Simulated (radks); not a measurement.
Values are calculated unless marked as measured or tabulated.
All-electron atom: Tm XXVI in [Kr] 4d8.

Code: a radial shooting solver on a logarithmic mesh with Libxc functionals. Model: scalar-relativistic Kohn-Sham, PBE, spin-unpolarised, spherical densities, point nucleus.

Energy parts (hartree):
total: -13291.5900
kinetic: 14475.0147
electron-nucleus: -31303.3718
Hartree: 3790.1550
exchange-correlation: -253.3879

Orbitals (lengths in bohr, moments of r in powers of bohr; <r^-3> diverges for s and p1/2):
orbital,occ.,eigenvalue (hartree),<r^-3>
1s,2,-2208.614,-
2s,2,-397.4967,-
2p,6,-354.3991,15120
3s,2,-112.4766,-
3p,6,-99.42205,3307
3d,10,-83.39616,436.0
4s,2,-43.60116,-
4p,6,-38.98960,901.7
4d,8,-32.97383,111.1

The highest occupied level is 4d at -897.26 eV. The density falls to 0.001 e/bohr^3 at r = 1.33 bohr. Summed over all electrons, <r^2> = 5.330 bohr^2, which gives a Langevin (diamagnetic) susceptibility term of -4.22 x 10^-6 cm^3/mol. For comparison, the ionisation energy in NIST's Atomic Spectra Database is 911 eV (theoretical). In exact Kohn-Sham theory the highest level is minus the ionisation energy, but local and semilocal functionals leave it too shallow, through self-interaction and a potential that decays too fast; potentials with the right tail come closer.

Beside tabulated values, note that spin-unpolarised runs miss the spin-polarisation part of the exchange energy of open shells.
